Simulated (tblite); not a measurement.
C5H11O2Si (doublet state).
Cartesian coordinates in Å at the GFN2-xTB level; atoms count from 1:
```
atom  x, y, z in Å
C1    -1.762   -1.104    1.196
O2    -1.097   -1.173   -0.046
C3    -0.668   -0.036   -0.624
C4    -1.179    1.301   -0.231
C5     0.419   -0.203   -1.563
Si6    2.144    0.261   -0.705
C7     1.939   -0.311    1.067
O8     0.959    0.071    1.715
H9    -2.685   -0.520    1.134
H10   -1.095   -0.663    1.943
H11   -1.998   -2.131    1.467
H12   -2.271    1.324   -0.228
H13   -0.812    2.051   -0.925
H14   -0.836    1.562    0.774
H15    0.474   -1.236   -1.899
H16    0.329    0.456   -2.422
H17    3.273   -0.366   -1.390
H18    2.196    1.723   -0.816
H19    2.660   -0.997    1.545
```

Calculated harmonic vibrations of the isolated species, GFN2-xTB (tblite), most abundant isotopes, no scaling. This tight-binding method is rough: wavenumbers can miss measured ones by several per cent, in bad cases by 10 to 20. Modes of hydrogen on silicon can be 10 to 20 % off. One conformer, not necessarily the lowest. Open shells enter through the occupations alone, without spin polarisation, and single modes of such species can be off by tens of per cent.

Harmonic wavenumbers (cm⁻¹): 54.5, 68.5, 109.2, 145.3, 160.0, 174.4, 204.2, 246.5, 281.7, 313.5, 365.1, 396.4, 461.7, 521.9, 535.0, 560.4, 634.4, 691.5, 745.4, 777.5, 810.2, 823.6, 987.5, 993.6, 1031.4, 1099.1, 1113.6, 1121.4, 1152.6, 1318.3, 1326.0, 1336.8, 1381.9, 1399.5, 1451.0, 1453.6, 1457.4, 1469.8, 1474.7, 1555.7, 2223.4, 2272.1, 2752.9, 2941.4, 2948.7, 2956.7, 2978.8, 3005.0, 3018.9, 3027.6, 3057.0.

A = 2348, B = 1342, C = 1097 MHz; mass 131.053 u (most abundant isotopes); point group C1, symmetry number 1; spin multiplicity 2.

**Question.** What is the zero-point energy?

**Answer.** ½Σν̃ = 31694 cm⁻¹ = 379.14 kJ/mol.

**Question.** Give the ideal-gas entropy at 273.15 K and 1 bar in the rigid-rotor, harmonic-oscillator model (classical rotation).

**Answer.** Translation 167.84, rotation 119.92, vibration 127.41, spin (R ln 2) 5.76: S = 420.9 J/(mol K).

**Question.** And Cp and H(273.15 K) − H(0)?

**Answer.** Cp = 165.85 J/(mol K), of which vibrations give 132.59 (their classical limit is 51 R = 424.0); H(273.15 K) − H(0) = 27.91 kJ/mol without the zero-point energy, 18.82 from vibrations.

**Question.** What must be added to the electronic energy to get the Gibbs energy at 273.15 K and 1 bar?

**Answer.** ZPE + [H(273.15 K) − H(0)] − T·S = 379.14 + 27.91 − 114.98 = 292.07 kJ/mol.

**Question.** Which modes carry the vibrational entropy at 273.15 K?

**Answer.** 54.5 cm⁻¹: 18.72; 68.5 cm⁻¹: 16.84; 109.2 cm⁻¹: 13.03; 145.3 cm⁻¹: 10.74; 160.0 cm⁻¹: 9.98; 174.4 cm⁻¹: 9.31 J/(mol K); the other 45 give 48.81 together.

**Question.** How do the functions run with temperature in this model?

**Answer.** 
```tsv
T (K)	S (J/(mol K))	Cp (J/(mol K))	H − H(0) (kJ/mol)	G − H(0) (kJ/mol)	ln q(vib)
100	298.7	87.2	5.73	-24.14	1.76
200	374.3	134.7	16.90	-57.96	4.80
300	437.0	176.9	32.51	-98.59	7.85
500	544.9	248.1	75.37	-197.09	13.69
800	678.2	318.5	161.26	-381.29	21.72
1000	752.8	349.5	228.21	-524.54	26.59
```

q(vib) and H(0) count from the zero-point level.

**Question.** Blend soft modes into free rotors: weight 1/[1 + (100 cm⁻¹/ν̃)⁴] for the oscillator and the rest for a rotor with moment μB/(μ + B), μ = h/(8π²ν), B = 10⁻⁴⁴ kg m². What vibrational entropy results?

**Answer.** 119.36 J/(mol K) in place of 127.41, which changes −T·S at 273.15 K by +2.20 kJ/mol.

Hindered rotation and anharmonicity are outside this model. Other conformers, if any are populated, would add a mixing term that is left out. The structure is chiral; the term R ln 2 for an equal mix with its mirror image is left out.
